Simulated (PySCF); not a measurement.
Ligand exchange on a metal centre used in film growth or etching (Zn OH-CH3). Gas-phase values, no solvent. One relaxed conformer stands for each flexible species; it need not be the lowest.

The LUMO from two functionals at the same geometries (PBE-D3(BJ)/def2-SVP), both in PySCF: PBE-D3(BJ)/def2-TZVP and B3LYP-D3(BJ)/def2-TZVP. B3LYP has the VWN-RPA correlation part, as in Gaussian. 

| species | PBE-D3(BJ)/def2-TZVP (eV) | B3LYP-D3(BJ)/def2-TZVP (eV) |
|---|---|---|
| 0 of 2 OH replaced by CH3 ([Zn(OH)2]) | -2.05 | -1.53 |
| 1 of 2 OH replaced by CH3 ([Zn(OH)(CH3)]) | -1.17 | -0.71 |
| 2 of 2 OH replaced by CH3 ([Zn(CH3)2]) | -0.54 | -0.10 |

Over these rows, drawn at random from the members with no instability flagged (it was tested for open shells, ions and some series alone), PBE minus B3LYP-D3(BJ): mean -0.47 eV, from -0.52 eV to -0.44 eV.
